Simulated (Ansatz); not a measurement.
`COBCCl` + `F[SiH](Cl)I` → `COBF` + `ClC[SiH](Cl)I`  (redistribution)

Gas-phase electronic energies from Ansatz, PBE0-D4/def2-TZVP geometries. CCSD(T)/CBS is the MP2 limit (def2-TZVPP, def2-QZVPP) plus CCSD(T) − MP2 in def2-TZVPP, frozen cores. Elements past krypton have def2 core potentials. For I outer-core shells are correlated without core-valence functions, which leaves a few kJ/mol of doubt a bond. One conformer a species, not always the lowest.

```tsv
species	CCSD(T)/CBS(def2) energy (Eh)
`COBCCl`	-639.49764
`F[SiH](Cl)I`	-1146.84711
`COBF`	-240.31409
`ClC[SiH](Cl)I`	-1546.03243
```

(1) Work out ΔE.

Largest T1 diagnostic among the species: 0.013.

Results:

(1) ΔE = (-240.31409) + (-1546.03243) − (-639.49764) − (-1146.84711) = -0.00177 Eh = -4.6 kJ/mol.

In def2-TZVPP, CCSD(T) changes the Hartree–Fock value by −4.9 kJ/mol (the triples alone add −1.2 kJ/mol) and MP2 by −7.8 kJ/mol. The D4 term adds −6.2 kJ/mol with B3LYP and −3.5 kJ/mol with PBE0; it sums over pairs of atoms, weighted by their polarisabilities, and B3LYP, whose exchange is more repulsive, gets the larger term.

B3LYP here is the variant with VWN-RPA as its local correlation; programs differ in this.
